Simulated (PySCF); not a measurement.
The same groups moved round the core (silole hydroxy). Gas-phase values, no solvent. One relaxed conformer stands for each flexible species; it need not be the lowest. Strings in code marks are SMILES.

Method: PBE-D3(BJ)/def2-TZVP // PBE0-D4/def2-TZVP in PySCF. All candidates: neutral, multiplicity 1. Delta-SCF ions had no search for a lower state. Excitations are Tamm–Dancoff values on a coarser integration grid. The basis has no diffuse functions, so Rydberg states are missing or too high.

```
Quantity                                  Value
--------------------------------------  -------
T1 excitation (TDA)                     2.76 eV
vertical ionisation energy (Delta-SCF)  8.34 eV
S1 excitation (TDA)                     4.15 eV
```

Identify which member has these values.
(A) `O[SiH]1C=CC=C1` (H–O–Si–C torsion 54°)
(B) `OC1=CC=C[SiH2]1` (H–O–C–Si torsion 0°)
(C) `OC1=C[SiH2]C=C1` (H–O–C–C torsion 0°)

C, `OC1=C[SiH2]C=C1` (H–O–C–C torsion 0°). The others give `O[SiH]1C=CC=C1` (H–O–Si–C torsion 54°): 2.57 eV, 8.76 eV, 4.03 eV; `OC1=CC=C[SiH2]1` (H–O–C–Si torsion 0°): 2.42 eV, 7.94 eV, 4.01 eV
